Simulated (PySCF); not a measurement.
Species: C₇H₉FNP.
SMILES with atom numbers: `[CH3:1][N:2]([CH3:3])[c:4]1[cH:5][cH:6][p:7][c:8]([F:9])[cH:10]1` (hydrogens: H11, H12, H13 on C1; H14, H15, H16 on C3; H17 on C5; H18 on C6; H19 on C10)

The same species was optimised twice, with GFN2-xTB and with PBE0-D3(BJ)/def2-SVP (PySCF), and the same property calculations (PySCF, gas phase) were run on both structures.

```tsv
coordinate	GFN2-xTB	PBE0-D3(BJ)/def2-SVP	change
C8–F9 (Å)	1.359	1.341	-0.018
P7–C8 (Å)	1.740	1.754	+0.014
C4–C10 (Å)	1.403	1.414	+0.011
C5–C6 (Å)	1.372	1.383	+0.011
C4–C5 (Å)	1.406	1.416	+0.010
C8–C10 (Å)	1.372	1.380	+0.008
C6–P7 (Å)	1.736	1.742	+0.006
N2–C4 (Å)	1.368	1.370	+0.002
C1–N2 (Å)	1.442	1.440	-0.002
N2–C3 (Å)	1.442	1.441	-0.001
C1–N2–C3 (°)	118.2	119.6	+1.4
C4–C5–C6 (°)	124.5	123.7	-0.8
C1–N2–C4 (°)	120.9	120.2	-0.7
C3–N2–C4 (°)	120.9	120.3	-0.6
C5–C6–P7 (°)	127.9	128.6	+0.7
P7–C8–F9 (°)	115.5	116.1	+0.6
P7–C8–C10 (°)	128.9	128.4	-0.5
C5–C4–C10 (°)	119.1	119.3	+0.2
C1–N2–C4–C5 (°)	-172	180	-8
```

Rotational constants: A = 2112, B = 782.4, C = 576.4 MHz (GFN2-xTB) against A = 2093, B = 782.0, C = 573.4 MHz (PBE0-D3(BJ)/def2-SVP). Point groups within 0.08 Å: C1 and Cs.

On the GFN2-xTB structure: HOMO (eV) -5.79 [PBE0/pcSseg-1]; LUMO (eV) -0.93 [PBE0/pcSseg-1]; dipole (D) 5.65 [PBE0/pcSseg-1]; GIAO shielding of C1/C3 (mean) (ppm) 144.8 [PBE0/pcSseg-1]; GIAO shielding of N2 (ppm) 191.6 [PBE0/pcSseg-1]; GIAO shielding of C4 (ppm) 31.4 [PBE0/pcSseg-1]; GIAO shielding of C5 (ppm) 68.6 [PBE0/pcSseg-1]; GIAO shielding of C6 (ppm) 22.3 [PBE0/pcSseg-1]; GIAO shielding of P7 (ppm) 220.7 [PBE0/pcSseg-1]; GIAO shielding of C8 (ppm) -24.3 [PBE0/pcSseg-1]; GIAO shielding of F9 (ppm) 251.3 [PBE0/pcSseg-1].

Problem. What do these properties become on the PBE0-D3(BJ)/def2-SVP structure?

Solution. 
```json
{"property": "HOMO (eV)", "level": "PBE0/pcSseg-1", "on GFN2-xTB": "-5.79", "on PBE0-D3(BJ)/def2-SVP": "-5.80", "change": "-0.01"}
{"property": "LUMO (eV)", "level": "PBE0/pcSseg-1", "on GFN2-xTB": "-0.93", "on PBE0-D3(BJ)/def2-SVP": "-0.96", "change": "-0.03"}
{"property": "dipole (D)", "level": "PBE0/pcSseg-1", "on GFN2-xTB": "5.65", "on PBE0-D3(BJ)/def2-SVP": "5.53", "change": "-0.12"}
{"property": "energy, GFN2-xTB geometry as zero (kcal/mol)", "level": "PBE0/pcSseg-1", "on GFN2-xTB": "0.0", "on PBE0-D3(BJ)/def2-SVP": "-0.4", "change": "-0.4"}
{"property": "GIAO shielding of C1/C3 (mean) (ppm)", "level": "PBE0/pcSseg-1", "on GFN2-xTB": "144.8", "on PBE0-D3(BJ)/def2-SVP": "142.8", "change": "-2.0"}
{"property": "GIAO shielding of N2 (ppm)", "level": "PBE0/pcSseg-1", "on GFN2-xTB": "191.6", "on PBE0-D3(BJ)/def2-SVP": "188.2", "change": "-3.4"}
{"property": "GIAO shielding of C4 (ppm)", "level": "PBE0/pcSseg-1", "on GFN2-xTB": "31.4", "on PBE0-D3(BJ)/def2-SVP": "29.7", "change": "-1.7"}
{"property": "GIAO shielding of C5 (ppm)", "level": "PBE0/pcSseg-1", "on GFN2-xTB": "68.6", "on PBE0-D3(BJ)/def2-SVP": "66.5", "change": "-2.1"}
{"property": "GIAO shielding of C6 (ppm)", "level": "PBE0/pcSseg-1", "on GFN2-xTB": "22.3", "on PBE0-D3(BJ)/def2-SVP": "19.8", "change": "-2.5"}
{"property": "GIAO shielding of P7 (ppm)", "level": "PBE0/pcSseg-1", "on GFN2-xTB": "220.7", "on PBE0-D3(BJ)/def2-SVP": "215.8", "change": "-4.9"}
{"property": "GIAO shielding of C8 (ppm)", "level": "PBE0/pcSseg-1", "on GFN2-xTB": "-24.3", "on PBE0-D3(BJ)/def2-SVP": "-25.0", "change": "-0.7"}
{"property": "GIAO shielding of F9 (ppm)", "level": "PBE0/pcSseg-1", "on GFN2-xTB": "251.3", "on PBE0-D3(BJ)/def2-SVP": "251.5", "change": "+0.2"}
```

The heavy atoms differ by 0.077 Å rms after alignment. Among bonds between heavy atoms C8–F9 changes most (-0.018 Å). Changes are differences of the printed values. Neither structure is proved a minimum here.

The values belong to the conformer `[CH3:1][N:2]([CH3:3])[c:4]1[cH:5][cH:6][p:7][c:8]([F:9])[cH:10]1`: C1–N2–C4–C5 180°.
